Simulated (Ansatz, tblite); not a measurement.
Forces on (CdO)6 ring (Cd₆O₆) at its r2SCAN-D4/def2-SVP geometry. Charge 0, multiplicity 1.

In the def2 sets Cd takes a core potential; there is no spin–orbit coupling. The xTB rows come from tblite. LC-ωPBE has ω = 0.4 bohr⁻¹. Single mean-field runs in def2-TZVP are fitted with def2-universal-jkfit.

GFN2-xTB (tblite), largest force 0.16 eV/Å:

```xyz
12
positions Å, forces eV/Å
Cd    2.319   -2.239    0.852    0.109   -0.105    0.039
O     3.776   -1.002    0.399   -0.093    0.025   -0.010
Cd    3.234    0.768   -0.256    0.151    0.036   -0.011
O     2.821    2.570   -0.921   -0.070   -0.063    0.023
Cd    0.915    3.002   -1.122    0.043    0.140   -0.053
O    -0.954    3.554   -1.368    0.024   -0.088    0.034
Cd   -2.319    2.235   -0.862   -0.108    0.104   -0.041
O    -3.776    1.005   -0.392    0.093   -0.025    0.010
Cd   -3.234   -0.763    0.270   -0.151   -0.035    0.013
O    -2.821   -2.561    0.944    0.070    0.063   -0.023
Cd   -0.915   -3.003    1.119   -0.043   -0.140    0.052
O     0.954   -3.565    1.338   -0.024    0.088   -0.033
```

r2SCAN-D4/def2-TZVP (Ansatz), largest force 0.05 eV/Å:

```
Cd -0.006 0.007 -0.002
O -0.052 0.014 -0.005
Cd -0.009 -0.002 0.001
O -0.039 -0.036 0.011
Cd -0.003 -0.008 0.003
O 0.013 -0.048 0.020
Cd 0.007 -0.006 0.002
O 0.052 -0.014 0.005
Cd 0.009 0.001 -0.001
O 0.039 0.035 -0.013
Cd 0.002 0.008 -0.003
O -0.013 0.049 -0.018
```

LC-ωPBE/def2-TZVP (Ansatz), largest force 0.61 eV/Å:

```
Cd 0.225 -0.218 0.082
O -0.587 0.157 -0.059
Cd 0.314 0.075 -0.024
O -0.438 -0.401 0.137
Cd 0.089 0.292 -0.110
O 0.148 -0.549 0.220
Cd -0.225 0.217 -0.085
O 0.586 -0.157 0.057
Cd -0.314 -0.075 0.028
O 0.438 0.398 -0.146
Cd -0.090 -0.292 0.108
O -0.148 0.554 -0.207
```
